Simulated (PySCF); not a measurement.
Positional isomers: styrene silyl+mercapto. Gas-phase values, no solvent. One relaxed conformer stands for each flexible species; it need not be the lowest. Strings in code marks are SMILES.

The four lowest singlet excitations (Tamm–Dancoff). All values below come from ωB97X-D3(BJ)/def2-TZVP // B3LYP-D3(BJ)/def2-SVP (PySCF). Excitations are Tamm–Dancoff values on a coarser integration grid. The basis has no diffuse functions, so Rydberg states are missing or too high.

| state | energy (eV) | wavelength (nm) | oscillator strength |
|---|---|---|---|
| S1 | 4.83 | 257 | 0.081 |
| S2 | 5.23 | 237 | 0.229 |
| S3 | 5.67 | 219 | 0.306 |
| S4 | 6.18 | 201 | 0.436 |

Task: Name which member gives these states.
(A) `C=Cc1ccc(S)cc1[SiH3]` (C–C–C–C torsion 16°, C–C–S–H torsion -2°)
(B) `C=Cc1ccc([SiH3])cc1S` (C–C–C–C torsion 32°, C–C–S–H torsion 44°)
(C) `C=Cc1cc([SiH3])cc(S)c1` (C–C–C–C torsion -180°, C–C–S–H torsion 1°)
(D) `C=C([SiH3])c1ccc(S)cc1` (Si–C–C–C torsion -148°, C–C–S–H torsion -2°)

Result: B, `C=Cc1ccc([SiH3])cc1S` (C–C–C–C torsion 32°, C–C–S–H torsion 44°)
